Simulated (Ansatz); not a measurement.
Start from `CC1=C(F)[SiH2]1` and change one atom or group to get `CC1=C[SiH2]1`.

Ansatz, PBE0-D4/def2-TZVP geometries, multiplicity 1. 

| property | `CC1=C(F)[SiH2]1` |
| --- | --- |
| size of the dipole moment (PBE/def2-TZVPP) / D | 1.55 |
| HOMO energy (B3LYP/def2-TZVPP) / eV | -7.39 |
| HOMO energy (PBE/def2-TZVPP) / eV | -6.45 |
| HOMO–LUMO gap (B3LYP/def2-TZVPP) / eV | 6.95 |
| size of the dipole moment (B3LYP/def2-TZVPP) / D | 1.68 |
| HOMO–LUMO gap (PBE0/def2-TZVPP) / eV | 7.40 |

Problem. What does the change do to each property? (Estimate.)

Solution. The calculation gave: 
```
                                        property  `CC1=C[SiH2]1`  shift
  size of the dipole moment (PBE/def2-TZVPP) / D            1.05  -0.50
             HOMO energy (B3LYP/def2-TZVPP) / eV           -7.04   0.35
               HOMO energy (PBE/def2-TZVPP) / eV           -6.10   0.35
           HOMO–LUMO gap (B3LYP/def2-TZVPP) / eV            6.93  -0.02
size of the dipole moment (B3LYP/def2-TZVPP) / D            0.88  -0.80
            HOMO–LUMO gap (PBE0/def2-TZVPP) / eV            7.34  -0.06
```

With PBE0 the HOMO rises by 0.38 eV and the LUMO rises by 0.32 eV, so the gap narrows by about 0.06 eV. PBE moves the HOMO by 0.35 eV and ωB97M-V by 0.39 eV. Dipoles are sizes alone; their direction can turn.

B3LYP here is the variant with VWN-RPA as its local correlation; programs differ in this.
